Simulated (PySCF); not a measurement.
**Nb⁺: ionisation energy**

Nb⁺ [Kr] 4d4 (5D) → Nb²⁺ [Kr] 4d3 (4F), as a difference of total energies. Computed with PySCF 2.14 in def2-QZVPPD with the def2 core potential (28 electrons), with scalar relativity through the core potential. Correlated levels: valence: 4s2 4p6 frozen. The calculations carry no spin-orbit coupling.

```tsv
method	ionisation energy (eV)	difference from reference (eV)
UHF	13.054	-1.266
MP2 (valence)	13.614	-0.706
SCS-MP2 (valence)	13.240	-1.080
CCSD (valence)	13.688	-0.632
CCSD(T) (valence)	13.704	-0.616
```

Reference: 14.32 eV (semi-empirical (NIST evaluation); NIST Atomic Spectra Database, ionization energies).

The reference lies between the lowest fine-structure levels, while these numbers refer to the centres of the terms.

Errors of the correlated levels include the incompleteness of this basis and the frozen core.
